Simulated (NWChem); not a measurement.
## Correlation energy of CF (+1)

```xyz
2

C      0.0000     0.0000     0.6921
F      0.0000     0.0000    -0.4614
```
Charge +1, spin multiplicity 1.

Program: NWChem. The geometry was optimised at PBE0/def2-SVP, a minimum by its harmonic frequencies.

Basis set: def2-QZVP. Each correlation energy counts from its own Hartree-Fock reference.

The correlated methods keep 2 core orbitals frozen. The structure started from a generated list of species. Coupled-cluster values serve here as a point of comparison, not as the truth.

Problem. One of these methods gave a correlation energy of -397.5 mHa. Which?
A. CCSD(T)
B. SCS-MP2
C. CR-CCSD(T)
D. MP2

Solution. C, CR-CCSD(T). The others give -400.0 (CCSD(T)), -375.6 (MP2), -372.5 (SCS-MP2).
